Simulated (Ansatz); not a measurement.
Ansatz (a first-principles code) input (B3LYP-D3(BJ)/def2-TZVP):

Ansatz 0.2 input:
```yaml
crystal:
  periodic: [false, false, false]
  atoms:
    - {symbol: Si, position_ang: [-0.12081848, -0.12590755, 0.00638451]}
    - {symbol: O, position_ang: [-1.25730548, -1.11388543, -0.09523417]}
    - {symbol: Cl, position_ang: [-0.21240342, 1.71129976, -0.74107496]}
    - {symbol: Cl, position_ang: [1.60858499, -0.51473533, 0.89432480]}
basis:
  gaussian:
    orbitals: def2-TZVP
hamiltonian:
  xc: b3lyp
  dispersion: d3bj
total_charge: 1
magnetization: {spin_polarized: true, initial_magnetization: 1}
relax: {f_tol: 0.002, max_steps: 150}
```

End of the output:

```
these checks for a lower state are left out or cut short: starts, cluster_reference, orbital_swaps, neighbouring_geometries, increment
integrals: 0.06 GiB planned
938 factors; their error is unknown
mean field: 0.78 GiB planned
mean field -34965.29211742 eV, -1284.9507849890 hartree, gradient 2.7e-5 eV, S^2 0.754542; 0 other end points of the search recorded, 0 dependent functions left out
the calculation of the forces begins
reference -34965.29233794 eV, -1284.9507930931 hartree; 28, 27 occupied and 114, 115 virtual orbitals, 938 factors
relax step   5: F+E_penalty+E_count = -34965.53344928 eV  Δ(F+E_penalty+E_count) = -4.656e-5 eV  max|allowed force component| = 4.148e-3 eV/Å  Δτ_max = 0.0017 Å  (47 SCF iters, accepted)
these checks for a lower state are left out or cut short: starts, cluster_reference, orbital_swaps, neighbouring_geometries, increment
integrals: 0.06 GiB planned
938 factors; their error is unknown
mean field: 0.78 GiB planned
mean field evaluation 64: about -34965.2921 eV, gradient 2.9e-5 eV
mean field -34965.29212875 eV, -1284.9507854052 hartree, gradient 1.3e-5 eV, S^2 0.754542; 0 other end points of the search recorded, 0 dependent functions left out
the calculation of the forces begins
reference -34965.29234927 eV, -1284.9507935093 hartree; 28, 27 occupied and 114, 115 virtual orbitals, 938 factors
relax step   6: F+E_penalty+E_count = -34965.53345150 eV  Δ(F+E_penalty+E_count) = -2.220e-6 eV  max|allowed force component| = 1.214e-3 eV/Å  Δτ_max = 0.0006 Å  (45 SCF iters, accepted)
integrals: 0.06 GiB planned
938 factors; their error is unknown
mean field: 0.78 GiB planned
mean field evaluation 96: about -34965.2797 eV, gradient 1.8e0 eV
mean field -34965.29212875 eV, -1284.9507854052 hartree, gradient 1.3e-5 eV, S^2 0.754542; 3 other end points of the search recorded, 0 dependent functions left out
the calculation of the forces begins
reference -34965.29234927 eV, -1284.9507935093 hartree; 28, 27 occupied and 114, 115 virtual orbitals, 938 factors
Total energy: -34965.53367203 eV, -1284.9596619571 hartree
Atom 0 at    -0.020972    -0.033233     0.013864 Å, force    -0.001173    -0.000985     0.000107 eV/Å
Atom 1 at    -1.229547    -1.095420    -0.090946 Å, force     0.001214     0.000994     0.000054 eV/Å
Atom 2 at    -0.321907     1.715537    -0.789528 Å, force    -0.000162     0.000224    -0.000229 eV/Å
Atom 3 at     1.590483    -0.630112     0.931011 Å, force     0.000121    -0.000233     0.000068 eV/Å
Dipole moment:     0.125610     0.110372     0.010870 e Å
```
